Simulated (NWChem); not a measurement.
System: CH2F2OSi; SMILES O=C[SiH](F)F

```xyz
7

O      0.2253    -2.2903     0.0000
C     -0.4844    -1.2999     0.0000
Si     0.3263     0.4536     0.0000
F     -0.1905     1.2716     1.3118
F     -0.1905     1.2716    -1.3118
H     -1.6180    -1.3934     0.0000
H      1.8147     0.3746     0.0000
```
Atoms are numbered in this order, from 1.

Results from NWChem. Pople sets run with spherical d functions. Structure relaxed at the PBE-D3(BJ)/def2-SVP level. Atomic charges in e: unrestrained fits to the electrostatic potential beside Mulliken populations; buried atoms are poorly determined by the fit.

For level B3LYP/def2-SVP:

- Mulliken O1: -0.20
- ESP Si3: 0.83
- Mulliken Si3: 0.94
- Mulliken F4: -0.33
- Mulliken F5: -0.33

### Question
Estimate the same quantities for level Hartree-Fock/6-31G*.

### Answer
The Mulliken O1 is -0.45. The ESP Si3 comes out as 0.97 and the Mulliken Si3 comes out as 1.43. The Mulliken F4 is -0.53 and the Mulliken F5 comes out as -0.53.
